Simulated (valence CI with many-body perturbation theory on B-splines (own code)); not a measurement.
E1 transitions of I XXII

Method: relativistic CI+MBPT: four valence electrons over a frozen Dirac-Fock core [Ar] 3d10, a basis of 11 s, 11 p, 9 d, 7 f, 5 g, 2 h, 1 i functions for each j, with the one-electron correlation potential Σ1, the two-electron term Σ2, the three-electron term Σ3, Breit, model QED; selected CI, second order for the rest (own B-spline code, finite nucleus).

No measured spectrum was set against this ion. As an estimate, levels hold to about 250 cm⁻¹ or 0.2 % of their energy and the worst to 1 %, as in measured heavy ions of charge 2 to 7; those with d or f electrons hold less well.

Lines 101 to 150 of 226 in falling wavelength, among levels below 1448500 cm⁻¹, chosen from the strongest by gf and those to the six lowest levels. Wavelengths and rates use the calculated energies, so an error of 1000 cm⁻¹ moves a line at 151.1 Å by 0.15 % and its rate by three times that or more. Electric multipoles are in the length gauge, E1 and E2 with the static RPA response of the core. Weak lines are less certain than strong ones. Lines between different terms over intervals too small for the method are left out, as are lines whose strength nearly cancels. Where a level lies close to another of its J and parity, the split of strength between their lines is uncertain. The highest levels of a list are the least certain.

Levels are named by their leading jj configuration (3d3/2^4 stands for four electrons in 3d with j = 3/2), which in mixed levels can hold well under half, so a name can repeat and another be missing. Letters in brackets count levels of one name in rising energy.

```tsv
λ vac (Å)	Upper	Lower	A (s⁻¹)	S (a.u.) with core polarisation	S without
151.1	(4s^2 4p1/2 4d3/2) J=2	(4s^2 4p1/2 4p3/2) J=2	2.39e+10	2.04e-01	2.20e-01
150.4	(4s 4p1/2 4p3/2^2) J=1 [a]	(4s^2 4p1/2^2) J=0	5.43e+09	2.73e-02	2.96e-02
149.1	(4s 4p1/2 4p3/2 4d5/2) J=2 [a]	(4s 4p1/2 4p3/2^2) J=3	8.83e+09	7.23e-02	7.83e-02
149.1	(4s^2 4p3/2 4d3/2) J=1	(4s^2 4p3/2^2) J=0	7.23e+08	3.55e-03	3.85e-03
148.5	(4s 4p1/2^2 4d3/2) J=2	(4s 4p1/2^2 4p3/2) J=2	1.10e+10	8.87e-02	9.55e-02
146.9	(4s^2 4p1/2 4d3/2) J=2	(4s^2 4p1/2 4p3/2) J=1	5.80e+09	4.53e-02	4.88e-02
144.6	(4s 4p1/2 4p3/2 4d5/2) J=3 [b]	(4s 4p1/2 4p3/2^2) J=3	2.84e+10	2.97e-01	3.20e-01
144.2	(4s 4p1/2 4p3/2 4d3/2) J=2 [b]	(4s 4p1/2 4p3/2^2) J=3	1.54e+10	1.14e-01	1.22e-01
143.9	(4s 4p1/2^2 4d5/2) J=2	(4s 4p1/2^2 4p3/2) J=1	3.63e+10	2.67e-01	2.87e-01
143.6	(4s 4p1/2 4p3/2 4d5/2) J=2 [c]	(4s 4p1/2 4p3/2^2) J=1 [b]	1.08e+10	7.91e-02	8.46e-02
143.6	(4s^2 4p3/2 4d3/2) J=2	(4s^2 4p3/2^2) J=2	1.39e+10	1.01e-01	1.09e-01
143.2	(4s 4p1/2 4p3/2 4d5/2) J=3 [d]	(4s 4p1/2 4p3/2^2) J=2 [b]	2.05e+10	2.08e-01	2.24e-01
142.9	(4p1/2 4p3/2^3) J=1	(4s 4p1/2^2 4p3/2) J=2	3.27e+08	1.42e-03	1.54e-03
142.7	(4s 4p1/2^2 4d5/2) J=3	(4s 4p1/2^2 4p3/2) J=2	2.28e+10	2.29e-01	2.45e-01
142.6	(4s^2 4p1/2 4d5/2) J=3	(4s^2 4p1/2 4p3/2) J=2	3.67e+10	3.67e-01	3.94e-01
142.5	(4s 4p1/2 4p3/2 4d5/2) J=2 [a]	(4s 4p1/2 4p3/2^2) J=2 [a]	4.60e+10	3.28e-01	3.53e-01
142.3	(4s 4p1/2 4p3/2 4d5/2) J=3 [a]	(4s 4p1/2 4p3/2^2) J=2 [a]	2.08e+10	2.07e-01	2.22e-01
141.5	(4s 4p1/2 4p3/2 4d5/2) J=1 [b]	(4s 4p1/2 4p3/2^2) J=2 [b]	3.34e+10	1.40e-01	1.51e-01
141.1	(4s 4p1/2 4p3/2 4d3/2) J=2 [c]	(4s 4p1/2 4p3/2^2) J=3	1.69e+10	1.17e-01	1.26e-01
140.6	(4p1/2 4p3/2^3) J=2	(4s 4p1/2^2 4p3/2) J=2	5.77e+08	3.96e-03	4.29e-03
140.1	(4s 4p1/2 4p3/2^2) J=1 [b]	(4s^2 4p1/2^2) J=0	1.98e+10	8.09e-02	8.75e-02
140.1	(4s^2 4p3/2 4d3/2) J=3	(4s^2 4p3/2^2) J=2	2.51e+10	2.38e-01	2.56e-01
139.5	(4s^2 4p3/2 4d3/2) J=1	(4s^2 4p3/2^2) J=2	5.19e+10	2.09e-01	2.25e-01
139.3	(4s 4p3/2^3) J=1	(4s^2 4p1/2 4p3/2) J=2	3.40e+09	1.36e-02	1.46e-02
139.2	(4s 4p3/2^2 4d5/2) J=0	(4s 4p1/2 4p3/2^2) J=1 [a]	3.89e+10	5.18e-02	5.60e-02
138.5	(4s 4p1/2 4p3/2 4d3/2) J=2 [d]	(4s 4p1/2 4p3/2^2) J=2 [b]	1.94e+10	1.27e-01	1.37e-01
138.1	(4s^2 4p1/2 4d5/2) J=2	(4s^2 4p1/2 4p3/2) J=2	5.96e+10	3.88e-01	4.18e-01
138.1	(4s 4p1/2 4p3/2 4d5/2) J=2 [d]	(4s 4p1/2 4p3/2^2) J=1 [b]	6.01e+10	3.90e-01	4.20e-01
138.0	(4s 4p3/2^2 4d3/2) J=1 [b]	(4s 4p1/2 4p3/2^2) J=1 [b]	3.25e+10	1.27e-01	1.36e-01
138.0	(4s 4p1/2 4p3/2 4d3/2) J=4 [b]	(4s 4p1/2 4p3/2^2) J=3	3.22e+10	3.76e-01	4.04e-01
137.9	(4s 4p1/2 4p3/2 4d3/2) J=2 [b]	(4s 4p1/2 4p3/2^2) J=2 [a]	7.30e+09	4.72e-02	5.08e-02
137.8	(4s 4p1/2 4p3/2 4d5/2) J=1 [b]	(4s 4p1/2 4p3/2^2) J=0	3.46e+10	1.34e-01	1.44e-01
137.5	(4s 4p1/2 4p3/2 4d3/2) J=2 [d]	(4s 4p1/2 4p3/2^2) J=1 [a]	2.33e+10	1.50e-01	1.61e-01
137.4	(4s 4p1/2 4p3/2 4d5/2) J=0	(4s 4p1/2 4p3/2^2) J=1 [a]	1.22e+11	1.56e-01	1.68e-01
137.1	(4s 4p1/2 4p3/2 4d5/2) J=3 [e]	(4s 4p1/2 4p3/2^2) J=2 [b]	5.36e+10	4.78e-01	5.13e-01
136.7	(4s^2 4p3/2 4d5/2) J=2	(4s^2 4p3/2^2) J=2	1.61e+11	1.01e+00	1.09e+00
136.6	(4s^2 4p1/2 4d3/2) J=1	(4s^2 4p1/2 4p3/2) J=2	2.23e+09	8.43e-03	9.06e-03
136.2	(4s 4p1/2 4p3/2 4d5/2) J=2 [b]	(4s 4p1/2 4p3/2^2) J=1 [a]	3.75e+10	2.34e-01	2.51e-01
135.7	(4s 4p3/2^2 4d3/2) J=2	(4s 4p1/2 4p3/2^2) J=2 [b]	2.80e+10	1.73e-01	1.86e-01
135.7	(4s 4p1/2 4p3/2 4d5/2) J=2 [a]	(4s 4p1/2^2 4p3/2) J=1	2.25e+10	1.39e-01	1.49e-01
135.7	(4s 4p3/2^3) J=1	(4s^2 4p1/2 4p3/2) J=1	1.10e+10	4.05e-02	4.40e-02
135.2	(4s 4p1/2 4p3/2 4d5/2) J=2 [c]	(4s 4p1/2 4p3/2^2) J=2 [b]	2.56e+10	1.56e-01	1.68e-01
135.1	(4s 4p1/2 4p3/2 4d3/2) J=2 [c]	(4s 4p1/2 4p3/2^2) J=2 [a]	1.72e+10	1.05e-01	1.13e-01
135.0	(4s 4p1/2 4p3/2 4d5/2) J=1 [c]	(4s 4p1/2 4p3/2^2) J=1 [a]	9.74e+10	3.55e-01	3.82e-01
134.7	(4s 4p3/2^2 4d3/2) J=2	(4s 4p1/2 4p3/2^2) J=1 [a]	6.08e+10	3.67e-01	3.95e-01
134.6	(4s^2 4p1/2 4d5/2) J=2	(4s^2 4p1/2 4p3/2) J=1	1.15e+11	6.92e-01	7.44e-01
133.9	(4s^2 4p3/2 4d5/2) J=1	(4s^2 4p3/2^2) J=0	2.09e+11	7.42e-01	7.99e-01
133.5	(4s 4p3/2^2 4d3/2) J=1 [a]	(4s 4p1/2 4p3/2^2) J=0	5.03e+10	1.77e-01	1.91e-01
133.4	(4s 4p1/2 4p3/2 4d3/2) J=2 [a]	(4s 4p1/2^2 4p3/2) J=2	1.20e+10	7.05e-02	7.60e-02
133.3	(4s 4p1/2 4p3/2 4d3/2) J=1 [a]	(4s 4p1/2^2 4p3/2) J=2	2.77e+09	9.74e-03	1.05e-02
```
